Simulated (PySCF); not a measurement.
# Reading the logs of faulty runs: BCH6OSi cation

Calculated results; nothing here was measured. They come from PySCF 2.14.0, an open-source quantum chemistry program, on an isolated molecule that a program drew, which may never have been made. The molecule is BCH6OSi cation (charge +1, singlet), drawn as the SMILES string `BO[SiH+]C`.

Each row is a Hartree-Fock (HF) and frozen-core CCSD(T) single point in the cc-pV(D+d)Z basis, meant for a local HF minimum. Run 1 is clean. Each other run has one planted mistake out of seven kinds, and not every kind appears here: one electron removed, one electron added, multiplicity raised by two, geometry at a saddle point, minimal basis STO-3G, one bond length entered in bohr, all coordinates scaled. The reference is restricted for singlets and unrestricted otherwise, and also for a bond in bohr. Adding or removing an electron swaps singlet and doublet. Electrons count all cores. HOMO and LUMO are orbital energies over both spins, the gradient is its largest component, and the lowest frequency (negative if imaginary) is given only where the gradient is small. Bond lengths are over the 9 bonds as drawn. T1 is the CCSD diagnostic: over 0.02 (restricted) or 0.045 (unrestricted) a single reference is doubtful.

Geometry of the clean run:
```xyz
10
BCH6OSi cation, angstrom
B    -0.1515    0.1815   -0.3318
O     0.9806    0.7013    0.3118
Si    2.2548    1.3124    0.9588
C     2.6885    1.0078    2.7007
H    -0.0246   -0.8721   -0.8640
H    -1.1393    0.8383   -0.2849
H     3.0663    2.1391    0.0743
H     2.7468    1.9680    3.2246
H     1.9619    0.3609    3.1920
H     3.6835    0.5523    2.7445
```

| run | electrons | basis functions | <S^2> | HOMO (eV) | LUMO (eV) | gradient (hartree/bohr) | lowest frequency (cm^-1) | mean bond (Å) | longest bond (Å) | T1 | HF (hartree) | CCSD(T) (hartree) | mistake |
|---|---|---|---|---|---|---|---|---|---|---|---|---|---|
| 1 | 38 | 95 | 0.000 | -17.38 | -4.17 | 6.7e-06 | 65 | 1.3210 | 1.821 | 0.0152 | -429.65972 | -430.20351 | no fault |
| 2 | 38 | 30 | 0.000 | -15.77 | -1.31 | 3.4e-02 | - | 1.3210 | 1.821 | 0.0244 | -424.59485 | -424.82324 | minimal basis STO-3G |
| 3 | 38 | 95 | 2.042 | -12.08 | -8.27 | 1.7e-01 | - | 1.3210 | 1.821 | 0.0492 | -429.45594 | -429.98810 | ? |
| 4 | 38 | 95 | 0.000 | -17.58 | -4.02 | 2.7e-02 | - | 1.2788 | 1.762 | 0.0141 | -429.64891 | -430.18647 | ? |

**Which mistake was planted in run 3, and what did it cost?**

Electrons, basis and geometry are unchanged, and <S^2> is 2.042, beside S(S+1) = 2.00 for a multiplicity of 3. So the mistake is: multiplicity raised by two. Subtracting run 1 and multiplying by 627.51 kcal/mol a hartree, the energy moved by 127.9 kcal/mol in HF and 135.2 kcal/mol in CCSD(T).

**Which mistake was planted in run 4, and what did it cost?**

The mean and the longest bond both change by the same factor, 0.968, and the gradient is no longer small. So the mistake is: all coordinates scaled. Subtracting run 1 and multiplying by 627.51 kcal/mol a hartree, the energy moved by 6.8 kcal/mol in HF and 10.7 kcal/mol in CCSD(T).

Cautions from the logs. Run 2: T1 is over the limit, so its CCSD(T) energy is less reliable; run 3: T1 is over the limit, so its CCSD(T) energy is less reliable.
